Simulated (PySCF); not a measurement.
## Fractional electron number in Sn²⁺ (tin, charge +2)

The 5s beta orbital of [Kr] 4d10 5s2 is emptied in steps (occupation f), with all orbitals relaxed, ending at [Kr] 4d10 5s1. Calculation: PySCF 2.14, in x2c-TZVPall (8s6p4d2f, 60 functions); the spin-free X2C one-electron Hamiltonian (Gaussian nucleus). The exact energy is a straight line in f; departures are measured from the line between the end points of the same method.

| f | UHF (eV) | LDA (eV) | PBE (eV) | PBE0 (eV) | r2SCAN (eV) | LC-wPBE (eV) | BHandHLYP (eV) | wB97X (eV) | CAM-B3LYP (eV) | BLYP (eV) |
| --- | --- | --- | --- | --- | --- | --- | --- | --- | --- | --- |
| 1 | 0.000 | 0.000 | 0.000 | 0.000 | 0.000 | 0.000 | 0.000 | 0.000 | 0.000 | 0.000 |
| 0.8 | 0.039 | -0.744 | -0.740 | -0.539 | -0.649 | -0.087 | -0.370 | -0.162 | -0.343 | -0.756 |
| 0.6 | 0.057 | -1.117 | -1.114 | -0.810 | -0.970 | -0.132 | -0.559 | -0.234 | -0.518 | -1.138 |
| 0.4 | 0.056 | -1.116 | -1.117 | -0.812 | -0.962 | -0.137 | -0.564 | -0.220 | -0.522 | -1.143 |
| 0.2 | 0.037 | -0.743 | -0.746 | -0.541 | -0.639 | -0.096 | -0.381 | -0.130 | -0.352 | -0.766 |
| 0 | 0.000 | 0.000 | 0.000 | 0.000 | 0.000 | 0.000 | 0.000 | 0.000 | 0.000 | 0.000 |

**Question.** For CAM-B3LYP, how does the orbital energy at f = 1 compare with the removal energy?

**Answer.** −ε = 28.548 eV against a total-energy difference of 30.680 eV. By Janak's theorem ε = ∂E/∂f, so the gap between them reflects the curvature. Along the path −ε is 29.384 (f = 0.8), 30.230 (f = 0.6), 31.089 (f = 0.4), 31.975 (f = 0.2) eV.

```json
{"method": "UHF", "E(f=0) − E(f=1) (eV)": "28.541", "−ε at f=1 (eV)": "28.792", "−ε at f=0.4 (eV)": "28.488"}
{"method": "LDA", "E(f=0) − E(f=1) (eV)": "31.177", "−ε at f=1 (eV)": "26.527", "−ε at f=0.4 (eV)": "32.114"}
{"method": "PBE", "E(f=0) − E(f=1) (eV)": "30.697", "−ε at f=1 (eV)": "26.085", "−ε at f=0.4 (eV)": "31.612"}
{"method": "PBE0", "E(f=0) − E(f=1) (eV)": "30.358", "−ε at f=1 (eV)": "26.995", "−ε at f=0.4 (eV)": "31.029"}
{"method": "r2SCAN", "E(f=0) − E(f=1) (eV)": "30.319", "−ε at f=1 (eV)": "26.250", "−ε at f=0.4 (eV)": "31.150"}
{"method": "LC-wPBE", "E(f=0) − E(f=1) (eV)": "30.172", "−ε at f=1 (eV)": "29.630", "−ε at f=0.4 (eV)": "30.254"}
{"method": "BHandHLYP", "E(f=0) − E(f=1) (eV)": "30.239", "−ε at f=1 (eV)": "27.939", "−ε at f=0.4 (eV)": "30.679"}
{"method": "wB97X", "E(f=0) − E(f=1) (eV)": "30.488", "−ε at f=1 (eV)": "29.455", "−ε at f=0.4 (eV)": "30.760"}
{"method": "CAM-B3LYP", "E(f=0) − E(f=1) (eV)": "30.680", "−ε at f=1 (eV)": "28.548", "−ε at f=0.4 (eV)": "31.089"}
{"method": "BLYP", "E(f=0) − E(f=1) (eV)": "30.850", "−ε at f=1 (eV)": "26.140", "−ε at f=0.4 (eV)": "31.777"}
```

As f goes to zero the orbital energy of a semilocal functional can turn back, because the density of that orbital vanishes from the exchange-correlation potential.

Reference removal energy between the ground levels: 30.506 eV (measured; NIST Atomic Spectra Database, ionization energies). UHF lacks correlation.
